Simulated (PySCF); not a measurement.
## Electronic structure of Pd⁺ (palladium, charge +1) at the PBE0 level

Configuration: [Kr] 4d9, 2D determinant. Calculation: PySCF 2.14, in x2c-SVPall (6s5p5d1f, 53 functions); scalar relativity by spin-free X2C-1e.

| Property | Result |
| --- | --- |
| Total energy | -5044.16 hartree |
| One-electron energy | -6940.98 hartree |
| Hartree (Coulomb) energy | 2041.55 hartree |
| Exchange-correlation energy | -144.73 hartree |
| ⟨S²⟩ | 0.7536 |
| ⟨L²⟩ | 6.025 |
| Sum of ⟨r⟩ | 28.90 bohr |
| Sum of ⟨r²⟩ | 35.75 bohr² |
| Traceless quadrupole moment −½Σ⟨3z² − r²⟩ along its main axis | -0.621 e·bohr² |
| Langevin diamagnetic susceptibility | -28.3 ×10⁻⁶ cm³/mol |
| Time after the integrals | 1.4 s of wall time on 1 thread of Intel(R) Xeon(R) 6975P-C (shared host) |

```tsv
shell	electrons	mean orbital energy (eV)	spread (eV)	rms radius, mean of both spins (bohr)
1s α	1	-24224.1	0	0.0366
1s β	1	-24224.1	0	0.0366
2s α	1	-3568.7	0	0.150
2s β	1	-3568.5	0	0.150
2p α	3	-3201.7	0.318	0.133
2p β	3	-3201.6	0.137	0.133
3s α	1	-662.42	0	0.405
3s β	1	-662.31	0	0.405
3p α	3	-540.57	0.657	0.408
3p β	3	-540.45	0.543	0.408
3d α	5	-346.43	0.765	0.390
3d β	5	-346.21	0.521	0.390
4s α	1	-102.33	0	1.01
4s β	1	-101.34	0	1.01
4p α	3	-66.936	1.468	1.12
4p β	3	-65.810	0.234	1.12
4d α	5	-16.740	1.658	1.61
4d β	4	-15.974	0.978	1.61
```

Densities and radii are taken from the X2C orbitals without a picture-change correction, which distorts them close to the nucleus.
